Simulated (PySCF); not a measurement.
Ge(Cl)3(SiH3) (Cl3GeH3Si), SMILES [SiH3][Ge]([Cl])([Cl])[Cl]. Heavy atoms are numbered as in [SiH3:1][Ge:2]([Cl:3])([Cl:4])[Cl:5]. Hydrogens are named by the atom that carries them.

Coordinates come from a B3LYP-D3(BJ)/def2-SVP optimisation.

Method: PBE/pcSseg-1 (PySCF).

GIAO shieldings, no solvent; atoms alike by connectivity are averaged. δ = σ(ref) − σ: ²⁹Si against TMS (σ = 335.4 ppm); ⁷³Ge against GeH4 (σ = 1614.4 ppm); ³⁵Cl against HCl (σ = 936.5 ppm); ¹H against TMS (σ = 31.49 ppm), references at their B3LYP-D3(BJ)/def2-TZVP geometries, non-relativistic (without spin–orbit terms, shifts of atoms bonded to Cl or Br come out too high).

```tsv
atoms	nucleus	count	δ (ppm)
Si1 (SiH3)	²⁹Si	1	___
Ge2	⁷³Ge	1	___
Cl3	³⁵Cl	3	259.5
H on Si1	¹H	3	4.40
```

### Question
Some entries are withheld; supply them. (The exact figures need the calculation; the answer reports its results.)

### Answer

- Si1 (SiH3), δ (ppm): -74.9
- Ge2, δ (ppm): 540.2
